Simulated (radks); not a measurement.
Results of a calculation; reference values are marked as such.
Valence configurations of Kr II (all share [Ar]). Code: a radial shooting solver on a logarithmic mesh with Libxc functionals. Model: Dirac Kohn-Sham, BLYP, spin-unpolarised, spherical densities, finite nucleus; open shells fill j = l - 1/2 first; Fermi nuclear charge, rms radius 4.1884 fm. Energies are relative to 3d10 4s2 4p5; eigenvalues in eV.

| valence | E (eV) | e(3d3/2) | e(3d5/2) | e(4p1/2) | e(4p3/2) | e(4s1/2) |
|---|---|---|---|---|---|---|
| 3d10 4s2 4p5 | 0.000 | -93.850 | -92.545 | -19.841 | -19.117 | -33.803 |
| 3d10 4s1.5 4p5.5 | 7.366 | -94.644 | -93.338 | -20.182 | -19.448 | -34.223 |
| 3d10 4s1 4p6 | 14.775 | -95.425 | -94.119 | -20.516 | -19.771 | -34.634 |
| 3d9.5 4s2 4p5.5 | 38.173 | -100.65 | -99.314 | -20.805 | -20.031 | -35.175 |
| 3d9.5 4s1.5 4p6 | 45.766 | -101.42 | -100.08 | -21.135 | -20.351 | -35.580 |
| 3d9 4s2 4p6 | 79.303 | -107.57 | -106.20 | -21.764 | -20.940 | -36.528 |

NIST lists [Ar] 3d10 4s2 4p5 as the ground configuration; this level of theory agrees among the configurations tried. The energies are those of spherical spin-averaged densities, not of single terms.
